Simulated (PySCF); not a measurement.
# Computed records: C₂H₇ClSi, CH₃AlCl

Calculation on a computer-drawn molecule: optimised geometry and harmonic frequencies of an isolated molecule of the commonest isotopes, restricted reference for singlets and unrestricted otherwise, frozen core in MP2. Program: PySCF 2.14.0.

Common to all runs: charge 0; method HF; basis cc-pV(D+d)Z.

(1) C₂H₇ClSi

Start structure:
```xyz
11
C2H7ClSi
C     -0.2104    -0.4504    -1.9039
C     -0.0115     0.2510    -0.4968
Si     0.1437    -1.0045     0.9245
Cl     0.3632    -0.0102     2.6540
H     -0.2868     0.3291    -2.6574
H      0.6052    -1.0991    -2.1552
H     -1.0894    -1.0165    -1.9235
H      0.9044     0.8367    -0.5625
H     -0.7885     0.9040    -0.3164
H      1.2491    -1.8916     0.6522
H     -1.0769    -1.7907     1.0347
```

It was run with multiplicity 1.

Results for C₂H₇ClSi: rotational constants 14.42, 1.847, 1.704 GHz; total energy -828.3171 hartree; convergence status largest gradient component 2.496e-05 hartree/bohr.

Drawn bonds:
| atom | other atom | order |
| --- | --- | --- |
| 1 | 2 | 1 |
| 2 | 3 | 1 |
| 3 | 4 | 1 |
| 1 | 5 | 1 |
| 1 | 6 | 1 |
| 1 | 7 | 1 |
| 2 | 8 | 1 |
| 2 | 9 | 1 |
| 3 | 10 | 1 |
| 3 | 11 | 1 |

Optimised structure:
```xyz
11
C2H7ClSi
C     -0.2095    -0.4269    -1.9010
C      0.0003     0.2247    -0.5261
Si     0.1292    -1.0068     0.8804
Cl     0.4029     0.0172     2.6711
H     -0.2808     0.3293    -2.6853
H      0.6184    -1.0915    -2.1611
H     -1.1295    -1.0165    -1.9300
H      0.9110     0.8323    -0.5288
H     -0.8227     0.9107    -0.3012
H      1.2860    -1.9079     0.7121
H     -1.1034    -1.8067     1.0194
```

Modes:
| frequency (cm⁻¹) | reduced mass (dalton) |
| --- | --- |
| 76.37 | 2.376 |
| 147.3 | 4.317 |
| 223.6 | 1.084 |
| 293.8 | 3.963 |
| 533.3 | 1.09 |
| 554.3 | 11.69 |
| 715.4 | 3.745 |
| 720.7 | 1.126 |
| 828.4 | 1.158 |
| 926 | 1.118 |
| 1037 | 1.326 |
| 1041 | 1.265 |
| 1066 | 1.197 |
| 1107 | 1.852 |
| 1354 | 1.241 |
| 1381 | 1.536 |
| 1520 | 1.205 |
| 1553 | 1.095 |
| 1597 | 1.047 |
| 1604 | 1.037 |
| 2335 | 1.053 |
| 2337 | 1.029 |
| 3171 | 1.042 |
| 3177 | 1.055 |
| 3215 | 1.102 |
| 3246 | 1.103 |
| 3248 | 1.103 |

(2) CH₃AlCl

Start structure:
```xyz
6
CH3AlCl
C      0.6201     0.1738    -1.1592
Al     0.8445     1.0314     0.6505
Cl     2.0459     0.2942     2.1097
H     -0.0016     0.7040    -1.8739
H      1.5680     0.0110    -1.6567
H      0.1990    -0.8119    -1.0926
```

Settings of this run: multiplicity 2.

Drawn bonds:
| atom | other atom | order |
| --- | --- | --- |
| 1 | 2 | 1 |
| 2 | 3 | 1 |
| 1 | 4 | 1 |
| 1 | 5 | 1 |
| 1 | 6 | 1 |

**Q.** Estimate the spin squared of CH₃AlCl (entry 2).
**A.** 0.756

**Q.** Estimate the total energy of CH₃AlCl (entry 2).
**A.** -741.0926 hartree

**Q.** What rotational constants does the calculation give for CH₃AlCl (entry 2)?
**A.** 22.64, 3.43, 3.035 GHz

**Q.** Give the table of modes values for CH₃AlCl (entry 2).
**A.** 
Modes:
| frequency (cm⁻¹) | reduced mass (dalton) |
| --- | --- |
| 53.37 | 1.105 |
| 170.7 | 3.881 |
| 476.9 | 11.68 |
| 608.3 | 1.169 |
| 638.8 | 5.446 |
| 737.6 | 1.314 |
| 1307 | 1.217 |
| 1532 | 1.055 |
| 1541 | 1.058 |
| 3148 | 1.034 |
| 3226 | 1.099 |
| 3252 | 1.101 |

Further results for CH₃AlCl (entry 2):

- convergence status largest gradient component: 1.791e-05 hartree/bohr

Optimised structure:
```xyz
6
CH3AlCl
C      0.6266     0.1736    -1.1568
Al     0.7968     1.1210     0.5621
Cl     2.0368     0.1902     2.0380
H     -0.0188     0.6957    -1.8675
H      1.6166     0.0511    -1.6107
H      0.2180    -0.8291    -0.9872
```
